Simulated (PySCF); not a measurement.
## Vibration and rotation of YbSi

ROHF-SCS-MP2 constants of YbSi, triplet, about 14.0 electrons in the 4f shell (Mulliken) (Yb x2c-SVPall, Si x2c-SVPall; spin-free X2C with a Gaussian nucleus (PySCF 2.14); masses 173.9389 and 27.9769 u):

| Property | Result |
| --- | --- |
| ωe | 211.5 cm⁻¹ |
| ωexe | 1.54 cm⁻¹ |
| Be | 0.087501 cm⁻¹ |
| αe | 0.000610 cm⁻¹ |

What force constant and bond length do these constants imply?

Reduced mass μred = 24.101 u; k = 5.8918×10⁻⁷·μred·ωe² (u, cm⁻¹, mdyn/Å) = 0.635 mdyn/Å; Re = √(16.8576/(μred·Be)) (u, cm⁻¹, Å) = 2.827 Å.

Estimate the centrifugal constant D from the Kratzer relation and find the Dunham coefficient a1.

D = 4Be³/ωe² = 5.99e-08 cm⁻¹; a1 = −1 − αeωe/(6Be²) = -3.81.

Correlated steps freeze 23 core orbitals. Spin–orbit coupling is left out, which matters for elements this heavy, above all for dissociation energies. With d or f electrons several states lie close, and the lowest PBE0 determinant need not be the measured ground state.
